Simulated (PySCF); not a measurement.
Compound: C7H11NO.
SMILES with atom numbers: `[CH2:1]=[C:2]=[CH:3][CH2:4][C:5](=[O:6])[N:7]([CH3:8])[CH3:9]` (hydrogens: H10, H11 on C1; H12 on C3; H13, H14 on C4; H15, H16, H17 on C8; H18, H19, H20 on C9)

Cartesian coordinates in Å at the PBE0-D3(BJ)/def2-SVP level; atoms count from 1:
```
atom  x, y, z in Å
C1     2.992   -0.112   -1.555
C2     2.377   -0.344   -0.423
C3     1.748   -0.583    0.700
C4     0.601   -1.546    0.861
C5    -0.627   -0.858    1.452
O6    -0.884   -0.993    2.634
N7    -1.377   -0.071    0.624
C8    -2.524    0.610    1.174
C9    -1.154    0.125   -0.784
H10    3.866   -0.699   -1.860
H11    2.658    0.683   -2.231
H12    2.063   -0.050    1.607
H13    0.869   -2.311    1.604
H14    0.384   -2.056   -0.089
H15   -3.458    0.251    0.707
H16   -2.560    0.412    2.251
H17   -2.450    1.697    1.000
H18   -2.003   -0.263   -1.376
H19   -1.051    1.200   -1.012
H20   -0.240   -0.371   -1.123
```

Jobs on this species (20 atoms, 68 electrons) with PySCF (density fitting). Hardware of each: an Arm Neoverse V1 with one thread, shared host. The host was shared with other jobs, so the times are rough. Peak memory is the resident size of the whole Python process, interpreter and libraries included.

```csv
level and settings,work,basis functions,SCF cycles,wall time,peak memory
"PBE0-D3(BJ)/def2-SVP, grid level 1",geometry optimisation from a GFN2-xTB start,181,?,?,?
"PBE0/pcSseg-1, IEF-PCM dichloromethane",shieldings,208,14,35 s,1.1 GiB
"PBE0/pcSseg-1, IEF-PCM acetonitrile","shieldings, charges and field gradients",208,14,39 s,1.2 GiB
```

Problem. Fill in the missing figures.

Solution. 
- PBE0-D3(BJ)/def2-SVP, grid level 1; geometry optimisation from a GFN2-xTB start: 3.8 min, 0.74 GiB, 99 SCF cycles

Problem. What do all jobs in the table cost together?

Solution. About 5.0 min; the longest takes about 75 % of that, and about 6.5 times as long as the shortest.
